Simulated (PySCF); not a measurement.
## Correlation energy of Yb⁵⁹⁺ (ytterbium, charge +59)

[Ne] 3s1, 2S determinant. All numbers are calculated (PySCF 2.14, the non-relativistic Hamiltonian (point nucleus), in an even-tempered Gaussian basis (16 s from 16 bohr⁻², ratio 2.5; 10 p from 20 bohr⁻², ratio 2.5; 4 d from 74 bohr⁻², ratio 2.7; 4 f from 110 bohr⁻², ratio 2.7)). Frozen: 1s2; 9 electrons correlated; the 17 highest virtual orbitals of each spin left out.

| level | correlation energy (mhartree) |
| --- | --- |
| CCSD | -320.70 |
| (T) | -0.05 |
| CCSD(T) | -320.75 |

Diagnostics: T1 = 4.0e-05, D1 = 0.0002, largest double amplitude 0.002.

**Question.** Is a single reference adequate?

**Answer.** Yes, within this model without spin-orbit coupling: T1 lies below 0.03 and no double amplitude reaches 0.07.

At this charge a non-relativistic calculation is a model, useful for the Z dependence of the correlation energy.
